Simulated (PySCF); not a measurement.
## Electronic structure of Te (tellurium, neutral) at the PBE0 level

Configuration: [Kr] 4d10 5s1 5p5, high-spin 3P determinant (an excited configuration). All numbers are calculated (PySCF 2.14, the spin-free X2C one-electron Hamiltonian (Gaussian nucleus), in ANO-RCC-VTZP (7s6p4d2f1g, 68 functions)).

```json
{"Total energy": "-6792.81 hartree", "One-electron energy": "-9317.19 hartree", "Hartree (Coulomb) energy": "2701.71 hartree", "Exchange-correlation energy": "-177.33 hartree", "⟨S²⟩": "2.0089", "⟨L²⟩": "2.019", "Sum of ⟨r⟩": "37.78 bohr", "Sum of ⟨r²⟩": "63.80 bohr²", "Traceless quadrupole moment −½Σ⟨3z² − r²⟩ along its main axis": "3.05 e·bohr²", "Langevin diamagnetic susceptibility": "-50.5 ×10⁻⁶ cm³/mol"}
```

```csv
shell,electrons,mean orbital energy (eV),spread (eV),"rms radius, mean of both spins (bohr)"
1s α,1,-31665.8,0,0.0318
1s β,1,-31665.7,0,0.0318
2s α,1,-4882.9,0,0.130
2s β,1,-4882.8,0,0.130
2p α,3,-4385.4,0.079,0.115
2p β,3,-4385.3,0.028,0.115
3s α,1,-983.89,0,0.344
3s β,1,-983.76,0,0.344
3p α,3,-820.69,0.170,0.344
3p β,3,-820.58,0.094,0.344
3d α,5,-572.43,0.151,0.323
3d β,5,-572.36,0.111,0.323
4s α,1,-173.30,0,0.814
4s β,1,-172.98,0,0.814
4p α,3,-122.00,0.413,0.876
4p β,3,-121.74,0.208,0.876
4d α,5,-46.313,0.494,1.05
4d β,5,-45.946,0.268,1.05
5s α,1,-18.556,0,2.23
5p α,3,-8.318,1.042,2.82
5p β,2,-6.605,0,2.82
```

Densities and radii are taken from the X2C orbitals without a picture-change correction, which distorts them close to the nucleus.
